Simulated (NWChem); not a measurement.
All runs are NWChem calculations. System: H₄OSi, charge 1, spin multiplicity 2, at the geometry of a parent with another charge or spin, in a state set for the comparison that need not be this species' ground state. Its SCF solution wasn't tested for a lower state. Level: UHF/cc-pVTZ.

Part of the output:

```
             Northwest Computational Chemistry Package (NWChem) 7.3.0
             --------------------------------------------------------

                                NWChem Input Module
                                -------------------

 Scaling coordinates for geometry "geometry" by  1.889725989
 (inverse scale =  0.529177249)

 Turning off AUTOSYM since
 SYMMETRY directive was detected!

                             Geometry "geometry" -> ""
                             -------------------------

 Output coordinates in angstroms (scale by  1.889725989 to convert to a.u.)

  No.       Tag          Charge          X              Y              Z
 ---- ---------------- ---------- -------------- -------------- --------------
    1 Si                  14.0000     0.52919600    -0.09026900     0.00000000
    2 O                    8.0000    -1.09817600     0.28357300     0.00000000
    3 H                    1.0000     0.92329100    -0.88023600    -1.20751200
    4 H                    1.0000     1.25203700     1.20720200     0.00000000
    5 H                    1.0000     0.92329100    -0.88023600     1.20751200
    6 H                    1.0000    -1.72194700    -0.45154400     0.00000000

 Effective nuclear repulsion energy (a.u.)      64.0984928114

            Nuclear Dipole moment (a.u.)
            ----------------------------
        X                 Y               Z
 ---------------- ---------------- ----------------
     0.0000151178     0.0000075589     0.0000000000

      Symmetry information
      --------------------

 Group name             Cs
 Group number              2
 Group order               2
 No. of unique centers     5

      Symmetry unique atoms

     1    2    3    4    6


 Summary of "ao basis" -> "" (spherical)
 ------------------------------------------------------------------------------
       Tag                 Description            Shells   Functions and Types
 ---------------- ------------------------------  ------  ---------------------
 *                          cc-pvtz                   on all atoms

 Summary of "ao basis" -> "ao basis" (spherical)
 ------------------------------------------------------------------------------
       Tag                 Description            Shells   Functions and Types
 ---------------- ------------------------------  ------  ---------------------
 Si                         cc-pvtz                 12       34   5s4p2d1f
 O                          cc-pvtz                 10       30   4s3p2d1f
 H                          cc-pvtz                  6       14   3s2p1d

                                 NWChem SCF Module
                                 -----------------

  ao basis        = "ao basis"
  functions       =   120
  atoms           =     6
  alpha electrons =    13
  beta  electrons =    12
  charge          =   1.00
  wavefunction    = UHF
  use symmetry    = T
  symmetry adapt  = T

 Summary of "ao basis" -> "ao basis" (spherical)
 ------------------------------------------------------------------------------
       Tag                 Description            Shells   Functions and Types
 ---------------- ------------------------------  ------  ---------------------
 Si                         cc-pvtz                 12       34   5s4p2d1f
 O                          cc-pvtz                 10       30   4s3p2d1f
 H                          cc-pvtz                  6       14   3s2p1d

      Symmetry analysis of basis
      --------------------------

        a'         77
        a"         43

 Forming initial guess at       0.1s

   Symmetry analysis of molecular orbitals - initial alpha
   -------------------------------------------------------

  Numbering of irreducible representations:

     1 a'          2 a"

  Orbital symmetries:

     1 a'          2 a'          3 a'          4 a'          5 a"
     6 a'          7 a'          8 a'          9 a'         10 a"
    11 a'         12 a"         13 a'         14 a'         15 a'
    16 a"         17 a'         18 a'         19 a"         20 a'
    21 a"         22 a'         23 a'

   Symmetry analysis of molecular orbitals - initial beta
   ------------------------------------------------------
[...]
    46      0.367994  2 O  py                67     -0.359165  3 H  s
    95     -0.359165  5 H  s                  5     -0.350797  1 Si s
   108      0.338598  6 H  s                 81      0.207199  4 H  s

 Vector   16  Occ=0.000000D+00  E=-3.278786D-02  Symmetry=a'
              MO Center=  1.9D-01, -5.2D-01, -1.2D-13, r^2= 4.7D+00
   Bfn.  Coefficient  Atom+Function         Bfn.  Coefficient  Atom+Function
  ----- ------------  ---------------      ----- ------------  ---------------
    16      1.658131  1 Si py                81     -1.286100  4 H  s
    67      0.829596  3 H  s                 95      0.829596  5 H  s
   109      0.769222  6 H  s                 15      0.555028  1 Si px
     5     -0.495552  1 Si s                 10      0.185236  1 Si py
    46     -0.171990  2 O  py

                     UHF Final Beta Molecular Orbital Analysis
                     -----------------------------------------

 Vector   10  Occ=1.000000D+00  E=-8.634131D-01  Symmetry=a'
              MO Center=  5.2D-01, -2.7D-02,  1.3D-14, r^2= 2.2D+00
   Bfn.  Coefficient  Atom+Function         Bfn.  Coefficient  Atom+Function
  ----- ------------  ---------------      ----- ------------  ---------------
     3      0.347123  1 Si s                  9      0.213438  1 Si px
    42     -0.201460  2 O  px                 5      0.162458  1 Si s
    39     -0.155655  2 O  px

 Vector   11  Occ=1.000000D+00  E=-7.082514D-01  Symmetry=a"
              MO Center=  6.0D-01, -5.4D-01,  6.5D-15, r^2= 2.2D+00
   Bfn.  Coefficient  Atom+Function         Bfn.  Coefficient  Atom+Function
  ----- ------------  ---------------      ----- ------------  ---------------
    11      0.408280  1 Si pz                66     -0.195517  3 H  s
    94      0.195517  5 H  s                 17      0.167728  1 Si pz

 Vector   12  Occ=1.000000D+00  E=-6.974076D-01  Symmetry=a'
              MO Center=  9.0D-01,  3.1D-01,  1.9D-15, r^2= 2.1D+00
   Bfn.  Coefficient  Atom+Function         Bfn.  Coefficient  Atom+Function
  ----- ------------  ---------------      ----- ------------  ---------------
    10      0.391498  1 Si py                80      0.253470  4 H  s
    79      0.155214  4 H  s

 Vector   13  Occ=0.000000D+00  E=-3.036940D-01  Symmetry=a"
              MO Center= -7.6D-01,  9.8D-02, -4.6D-14, r^2= 1.8D+00
   Bfn.  Coefficient  Atom+Function         Bfn.  Coefficient  Atom+Function
  ----- ------------  ---------------      ----- ------------  ---------------
    47      0.402999  2 O  pz                44      0.337287  2 O  pz
    41      0.264449  2 O  pz                67      0.236306  3 H  s
    95     -0.236306  5 H  s                 17      0.213432  1 Si pz

 Vector   14  Occ=0.000000D+00  E=-1.182788D-01  Symmetry=a'
              MO Center= -7.5D-01, -5.0D-01,  1.2D-14, r^2= 4.5D+00
   Bfn.  Coefficient  Atom+Function         Bfn.  Coefficient  Atom+Function
  ----- ------------  ---------------      ----- ------------  ---------------
    38      0.889886  2 O  s                109     -0.842184  6 H  s
    15      0.648203  1 Si px                81     -0.300880  4 H  s
    46     -0.267116  2 O  py               108     -0.259963  6 H  s
    45     -0.170425  2 O  px                36      0.158152  2 O  s
     9      0.153374  1 Si px

 Vector   15  Occ=0.000000D+00  E=-4.148117D-02  Symmetry=a'
              MO Center= -2.0D-01, -3.3D-01, -2.2D-15, r^2= 5.9D+00
   Bfn.  Coefficient  Atom+Function         Bfn.  Coefficient  Atom+Function
  ----- ------------  ---------------      ----- ------------  ---------------
   109      1.315684  6 H  s                 15      1.026627  1 Si px
    16     -0.928742  1 Si py                45      0.533267  2 O  px
    67     -0.439614  3 H  s                 95     -0.439614  5 H  s
    46      0.406357  2 O  py                81      0.407365  4 H  s
   108      0.345268  6 H  s                  5     -0.334809  1 Si s

 center of mass
 --------------
 x =  -0.05403091 y =   0.03927218 z =   0.00000000

 moments of inertia (a.u.)
 ------------------
          27.384423694982          20.070086871616           0.000000000000
          20.070086871616         129.668172475897           0.000000000000
           0.000000000000           0.000000000000         136.061955179651

  Mulliken analysis of the total density
  --------------------------------------

    Atom       Charge   Shell Charges
 -----------   ------   -------------------------------------------------------
    1 Si  14    13.66   2.00  1.92  0.85  0.14  0.23  5.49  1.59  0.58  0.45  0.18  0.18  0.05
    2 O    8     7.87   1.95  1.06  0.24  0.50  1.23  2.09  0.78  0.00  0.02  0.00
    3 H    1     0.92   0.23  0.52  0.15  0.00  0.01  0.00
    4 H    1     0.94   0.23  0.53  0.16  0.00  0.01  0.00
    5 H    1     0.92   0.23  0.52  0.15  0.00  0.01  0.00
    6 H    1     0.69   0.23  0.37  0.01  0.02  0.06  0.01

  Mulliken analysis of the alpha density
  --------------------------------------

    Atom       Charge   Shell Charges
 -----------   ------   -------------------------------------------------------
    1 Si  14     6.76   1.00  0.96  0.41  0.07  0.11  2.75  0.76  0.29  0.20  0.10  0.10  0.03
    2 O    8     4.44   0.97  0.55  0.13  0.25  0.77  1.29  0.47  0.00  0.01  0.00
    3 H    1     0.50   0.12  0.29  0.08  0.00  0.01  0.00
    4 H    1     0.47   0.12  0.26  0.08  0.00  0.01  0.00
    5 H    1     0.50   0.12  0.29  0.08  0.00  0.01  0.00
    6 H    1     0.33   0.11  0.17  0.00  0.01  0.03  0.00

   Mulliken analysis of the beta density
   -------------------------------------

    Atom       Charge   Shell Charges
 -----------   ------   -------------------------------------------------------
    1 Si  14     6.90   1.00  0.96  0.43  0.07  0.12  2.75  0.83  0.29  0.25  0.08  0.08  0.02
    2 O    8     3.44   0.98  0.51  0.12  0.25  0.46  0.80  0.32  0.00  0.01  0.00
    3 H    1     0.42   0.10  0.24  0.07  0.00  0.01  0.00
    4 H    1     0.47   0.12  0.27  0.08  0.00  0.01  0.00
    5 H    1     0.42   0.10  0.24  0.07  0.00  0.01  0.00
    6 H    1     0.37   0.12  0.20  0.00  0.01  0.03  0.00

   Mulliken analysis of the spin density
   -------------------------------------

    Atom       Charge   Shell Charges
 -----------   ------   -------------------------------------------------------
    1 Si  14    -0.13  -0.00 -0.00 -0.02 -0.00 -0.02 -0.00 -0.07 -0.00 -0.05  0.01  0.01  0.01
    2 O    8     1.00  -0.00  0.03  0.01 -0.00  0.31  0.50  0.15 -0.00 -0.00 -0.00
    3 H    1     0.09   0.02  0.05  0.02  0.00  0.00  0.00
    4 H    1    -0.00  -0.00 -0.00 -0.00  0.00 -0.00 -0.00
    5 H    1     0.09   0.02  0.05  0.02  0.00  0.00  0.00
    6 H    1    -0.04  -0.01 -0.03 -0.00  0.00  0.00  0.00

       Multipole analysis of the density wrt the origin
       ------------------------------------------------

     L   x y z        total         alpha         beta         nuclear
     -   - - -        -----         -----         ----         -------
     0   0 0 0      1.000000    -13.000000    -12.000000     26.000000

     1   1 0 0     -0.985046      0.327769     -1.312830      0.000015
     1   0 1 0     -0.541712     -0.410060     -0.131659      0.000008
     1   0 0 1     -0.000000      0.000000     -0.000000      0.000000

     2   2 0 0     -7.154717    -41.281341    -36.602706     70.729330
     2   1 1 0      1.189970      5.836519      4.268670     -8.915219
     2   1 0 1     -0.000000     -0.000000     -0.000000      0.000000
     2   0 2 0    -13.128364    -14.020950    -13.278281     14.170867
     2   0 1 1      0.000000      0.000000      0.000000      0.000000
     2   0 0 2    -12.933335    -12.435501    -10.911667     10.413832

 Task  times  cpu:       14.6s     wall:       14.6s

 Total times  cpu:       14.7s     wall:       14.7s
```

### Question
Write an NWChem input that would produce this output.

### Answer
This is not unique; one that fits is 
```
start mol
memory heap 200 mb stack 900 mb global 1100 mb
charge 1
geometry units angstroms nocenter noautoz
  Si     0.529196    -0.090269     0.000000
  O     -1.098176     0.283573     0.000000
  H      0.923291    -0.880236    -1.207512
  H      1.252037     1.207202     0.000000
  H      0.923291    -0.880236     1.207512
  H     -1.721947    -0.451544     0.000000
  symmetry group Cs
end
basis spherical
  * library cc-pvtz
end
scf
  uhf
  nopen 1
  maxiter 100
  thresh 1e-7
  semidirect memsize 60000000 filesize 0
  # guess.movecs holds the orbitals of an unrestricted PBE0 run
  vectors input guess.movecs output mol.movecs
end
task scf energy
```
